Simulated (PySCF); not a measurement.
## Electron correlation in Cu (copper, neutral)

[Ar] 3d9 4s1 4p1, one real determinant (an excited configuration). All numbers are calculated (PySCF 2.14, scalar relativity by spin-free X2C-1e, in aug-cc-pVDZ-DK (7s6p4d2f, 59 functions)). Frozen: [Ar]; 11 electrons correlated.

MP2 pair energies summed by pair of shells (mhartree):

```json
{"pair": "3d-3d", "energy": "-304.96", "share (%)": "90.7"}
{"pair": "3d-4s", "energy": "-20.00", "share (%)": "6.0"}
{"pair": "3d-4p", "energy": "-9.00", "share (%)": "2.7"}
{"pair": "4s-4p", "energy": "-2.13", "share (%)": "0.6"}
```

Total MP2 correlation energy: -336.10 mhartree.

Same-spin part -131.29 and opposite-spin part -204.81 mhartree; SCS-MP2 scales them by 1/3 and 6/5 to -289.54 mhartree.

The reference is one real determinant that mixes LS terms of this configuration.
